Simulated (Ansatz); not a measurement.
Compare A (`N[CH2][GeH2][OH]`) with its isomer B (`[NH2][GeH2][CH2]O`).

Isolated molecules relaxed with PBE0-D4/def2-TZVP in Ansatz; ΔE leaves out vibrations. CCSD(T)/CBS is the MP2 limit (def2-TZVPP, def2-QZVPP) plus CCSD(T) − MP2 in def2-TZVPP, frozen cores. Functionals use def2-TZVPP. B3LYP here is the variant with VWN-RPA as its local correlation; programs differ in this. For Ge outer-core shells are correlated without core-valence functions, which leaves a few kJ/mol of doubt a bond. Scalar relativity is left out up to krypton. Each species was taken in one conformer, which may not be the lowest.

Task: Which is lower in electronic energy at CCSD(T)/CBS, and by how much? (Estimate.)

Result: Computed: A, by 8.5 kcal/mol.

Task: Give E(B) − E(A) in kcal/mol with r2SCAN-D4, B3LYP, HF/def2-TZVPP, CCSD/def2-TZVPP, B2PLYP, PBE-D4, MP2/def2-TZVPP. (An estimate is asked.)

Result: The calculation gave: r2SCAN-D4 7.6, B3LYP 8.3, HF/def2-TZVPP 11.4, CCSD/def2-TZVPP 8.9, B2PLYP 8.6, PBE-D4 6.5, MP2/def2-TZVPP 8.9. None reverses the order clearly.

Largest T1 diagnostic: 0.011.

From PBE to PBE0 (25 % exact exchange), in def2-TZVPP and without D4, E(B) − E(A) moves by +0.9 kcal/mol. In def2-TZVPP, CCSD(T) changes the Hartree–Fock value by −3.0 kcal/mol (the triples alone add −0.6 kcal/mol) and MP2 by −2.4 kcal/mol.
